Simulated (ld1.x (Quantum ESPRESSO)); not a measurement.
# Before and after: TM potential for vanadium (V)

* Element: vanadium
* Generator: ld1.x (Quantum ESPRESSO) 7.5
* Type: norm-conserving Troullier–Martins (Kleinman–Bylander form)
* Functional: LDA (PZ)
* Relativity: scalar-relativistic
* Frozen core: [Ne] 3s2
* Valence charge: 11
* Reference configuration: 3p6 3d3 4s1 4p0 (charge +1)
* Partial waves: 4s (bound): rc 2.85 bohr; 3p (bound): rc 1.55 bohr; 3d (bound): rc 2.00 bohr
* Local potential: all-electron potential smoothed inside 2.15 bohr (lloc = -2)
* Core correction: none

Change: wave 4s (bound): rc 2.85 bohr becomes 4s (bound): rc 3.24 bohr.

Cutoffs: the cutoffs (Ry, on a coarse ladder) from which the occupation-weighted sum of valence levels, in a spherical-Bessel basis at the reference potential, stays within 10 and 1 mRy of its value at 400 Ry; they do not see the model core or the augmentation charge, which bear on the density cutoff. Errors are all-electron minus pseudo energies relative to the spin-unpolarised reference configuration.

Task: Predict the effect on cutoff, ghosts and configuration errors.

Result: The potential gets neither clearly harder nor softer (60 Ry and 90 Ry → 60 Ry and 90 Ry); of the 9 tests that both files solve, the error grows in 2 and shrinks in 3 by more than 15 % and 0.3 meV (median size 14.1 → 14.0 meV); neither file shows a bound ghost.

| quantity | base | changed |
| --- | --- | --- |
| cutoff, loose | 60 Ry | 60 Ry |
| cutoff, tight | 90 Ry | 90 Ry |
| bound ghosts | none | none |
| error for 3p6 3d3 4s2 4p0, meV [ΔE -7.94 eV] | +2.4 | +2.7 |
| error for 3p6 3d3 4s0 4p0, meV [ΔE 14.55 eV] | -4.7 | -11 |
| error for 3p6 3d2 4s0 4p0, meV [ΔE 43.70 eV] | +71 | +14 |
| error for 3p6 3d3 4s1.5 4p0, meV [ΔE -4.76 eV] | +0.8 | +0.7 |
| error for 3p6 3d2 4s2 4p0, meV [ΔE 3.28 eV] | +10 | +80 |
| error for 3p6 3d4 4s1 4p0, meV [ΔE -7.40 eV] | -14 | -0.8 |
| error for 3p5 3d3 4s2 4p0, meV [ΔE 42.94 eV] | -331 | -216 |
| error for 3p6 3d3 4s1 4p0 (spin-polarised), meV [ΔE -2.37 eV] | +414 | +419 |
| error for 3p6 3d3 4s2 4p0 (spin-polarised), meV [ΔE -9.57 eV] | +386 | +387 |
